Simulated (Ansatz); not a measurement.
Calculated with Ansatz (gas phase, PBE0-D4/def2-TZVP geometries, no zero-point term in ΔE). CCSD(T)/CBS adds triple-zeta CCSD(T) − MP2 to the extrapolated MP2 energy (def2 sets, frozen cores). DFT in def2-TZVPP. B3LYP here is the variant with VWN-RPA as its local correlation; programs differ in this. HSE06 is defined as in plane-wave codes. For V outer-core shells are correlated without core-valence functions, which leaves a few kJ/mol of doubt a bond. Scalar relativity is left out up to krypton. One conformer a species, not always the lowest.

Reaction (substitution at a C–N bond): `C/N=C(/N)Cl` + `[NH]=[V]([NH2])([NH2])[NH2]` → `C[N]=[V]([NH2])([NH2])[NH2]` + `N=C(N)Cl`

```csv
level,ΔE (kJ/mol),difference from CCSD(T)/CBS
LDA (SPW92),-18.7,3.7
PBE-D4,-21.7,0.7
revPBE-D4,-21.2,1.2
BLYP-D4,-20.3,2.1
r2SCAN-D4,-21.9,0.5
PBE0-D4,-22.4,0.0
B3LYP-D4,-21.2,1.2
r2SCANh-D4,-22.0,0.4
r2SCAN0-D4,-21.9,0.5
HSE06-D4,-22.6,-0.2
BHLYP-D4,-21.0,1.4
CAM-B3LYP-D4,-20.7,1.7
ωB97X-V,-20.0,2.4
ωB97M-V,-18.8,3.6
B2PLYP,-29.0,-6.6
PBE-QIDH,-30.4,-8.0
PBE,-22.3,0.1
BLYP,-22.5,-0.1
r2SCAN,-21.7,0.7
PBE0,-22.7,-0.3
B3LYP,-22.5,-0.1
r2SCANh,-21.8,0.6
r2SCAN0,-21.8,0.6
HSE06,-22.9,-0.5
BHLYP,-21.4,1.0
CAM-B3LYP,-21.0,1.4
LC-ωPBE,-23.0,-0.6
HF/def2-SVP,-25.5,-3.1
MP2/def2-SVP,-46.0,-23.6
CCSD/def2-SVP,-25.2,-2.8
CCSD(T)/def2-SVP,-25.6,-3.2
HF/def2-TZVPP,-20.2,2.2
MP2/def2-TZVPP,-45.0,-22.6
SCS-MP2/def2-TZVPP,-40.5,-18.1
CCSD/def2-TZVPP,-21.4,1.0
CCSD(T)/def2-TZVPP,-22.2,0.2
HF/def2-QZVPP,-20.2,2.2
SCS-MP2/def2-QZVPP,-40.5,-18.1
HF/CBS(def2),-20.2,2.2
CCSD/CBS(def2),-21.6,0.8
CCSD(T)/CBS,-22.4,0
```

Largest T1 diagnostic among the species: 0.032, so the coupled-cluster value is less sure than usual.

Leaving LDA and LC-ωPBE aside and taking each functional with its dispersion term where it has one, the values spread over 11.6 kJ/mol, from PBE-QIDH to ωB97M-V. LDA lies +3.6 kJ/mol from PBE without D4. At CCSD(T), def2-SVP lies −3.2 kJ/mol from the extrapolated value and def2-TZVPP +0.2 kJ/mol.

CCSD(T)/CBS has its own doubt, a few kJ/mol and more with outer-core shells, so smaller differences from it don't rank the levels.
